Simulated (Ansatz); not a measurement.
Start from `BCC(O)[SiH3]` and change one atom or group to get `O[CH]([SiH3])[SnH3]`.

Ansatz, PBE0-D4/def2-TZVP geometries, multiplicity 1. Each molecule was computed in one conformer, which needn't be the lowest.

Elements past krypton have def2 core potentials.

```
                                        property  `BCC(O)[SiH3]`
             LUMO energy (B3LYP/def2-TZVPP) / eV           -1.48
             HOMO–LUMO gap (PBE/def2-TZVPP) / eV            3.66
            HOMO–LUMO gap (PBE0/def2-TZVPP) / eV            6.13
           LUMO energy (ωB97M-V/def2-TZVPP) / eV            0.70
size of the dipole moment (B3LYP/def2-TZVPP) / D            1.31
               LUMO energy (PBE/def2-TZVPP) / eV           -2.31
```

(1) What does the change do to each property? (An estimate is asked.)

Answers

(1) The calculation gave: 
```json
{"property": "LUMO energy (B3LYP/def2-TZVPP) / eV", "`O[CH]([SiH3])[SnH3]`": "-0.39", "shift": "1.09"}
{"property": "HOMO–LUMO gap (PBE/def2-TZVPP) / eV", "`O[CH]([SiH3])[SnH3]`": "5.01", "shift": "1.35"}
{"property": "HOMO–LUMO gap (PBE0/def2-TZVPP) / eV", "`O[CH]([SiH3])[SnH3]`": "7.06", "shift": "0.93"}
{"property": "LUMO energy (ωB97M-V/def2-TZVPP) / eV", "`O[CH]([SiH3])[SnH3]`": "1.27", "shift": "0.57"}
{"property": "size of the dipole moment (B3LYP/def2-TZVPP) / D", "`O[CH]([SiH3])[SnH3]`": "1.48", "shift": "0.17"}
{"property": "LUMO energy (PBE/def2-TZVPP) / eV", "`O[CH]([SiH3])[SnH3]`": "-0.93", "shift": "1.38"}
```

With PBE0 the HOMO rises by 0.17 eV and the LUMO rises by 1.09 eV, so the gap widens by about 0.92 eV. PBE moves the HOMO by 0.03 eV and ωB97M-V by 0.30 eV. Dipoles are sizes alone; their direction can turn.

B3LYP here is the variant with VWN-RPA as its local correlation; programs differ in this.
